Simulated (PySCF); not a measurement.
# Spin-rotation constants: SMILES C[C@@H]1COC1=C(F)F, C5H6F2O

Geometry:
| atom | x (Å) | y (Å) | z (Å) |
| --- | --- | --- | --- |
| C1 | -1.414 | -0.227 | 0.744 |
| C2 | -0.139 | 0.514 | 0.384 |
| C3 | -0.145 | 1.328 | -0.926 |
| O4 | 0.881 | 0.485 | -1.479 |
| C5 | 0.916 | -0.280 | -0.339 |
| C6 | 1.638 | -1.350 | -0.061 |
| F7 | 2.533 | -1.941 | -0.851 |
| F8 | 1.549 | -1.988 | 1.114 |
| H9 | -1.217 | -0.932 | 1.548 |
| H10 | -1.794 | -0.778 | -0.113 |
| H11 | -2.173 | 0.479 | 1.073 |
| H12 | 0.241 | 1.062 | 1.247 |
| H13 | 0.189 | 2.364 | -0.855 |
| H14 | -1.064 | 1.265 | -1.510 |

Computed, not measured: GIAO wB97X-D/pcSseg-1 magnetisability, rotational g tensor and spin-rotation constants, non-relativistic, gas phase (PySCF 2.14.0). Geometry: GFN2-xTB.

Task: Give the nuclear spin-rotation constants along the inertial axes (H = +C I·J) beside the isotropic shieldings.

Result: Rotational constants 3.3237, 1.5998, 1.1559 GHz. A star marks the isotopologue with that one atom substituted, in its own axes.
```
atom  isotope  Caa (kHz)  Cbb (kHz)  Ccc (kHz)  mean (kHz)  σ (ppm)
  F7      19F      3.286      1.610      1.216       2.037    294.0
  F8      19F      2.371      1.351      1.277       1.666    316.4
  H9       1H     -0.190     -0.038     -0.133      -0.120     30.2
 H10       1H     -0.387     -0.159      0.018      -0.176     30.4
 H11       1H      0.030     -0.155     -0.134      -0.086     30.6
 H12       1H     -0.339     -0.149      0.035      -0.151     28.3
 H13       1H     -0.233     -0.110     -0.003      -0.115     27.0
 H14       1H     -0.168     -0.169      0.007      -0.110     27.5
  C1     13C*      0.506      0.220      0.158       0.295    167.7
  C2     13C*      0.469      0.294      0.211       0.325    150.3
  C3     13C*      0.764      0.345      0.285       0.465    108.5
  O4     17O*     -0.406     -0.177     -0.116      -0.233    260.5
  C5     13C*      1.284      0.560      0.264       0.703     50.5
  C6     13C*      1.183      0.710      0.330       0.741     22.1
```
For the geometry as given, no vibrational averaging.

Task: How do the rotational constants and the g tensor change when H9, H10, H11, H12, H13, H14 are replaced by deuterium?

Result: Constants 2.9207, 1.4516, 1.0577 GHz; g -0.0262, -0.0086, -0.0121, against -0.0299, -0.0090, -0.0129 before.
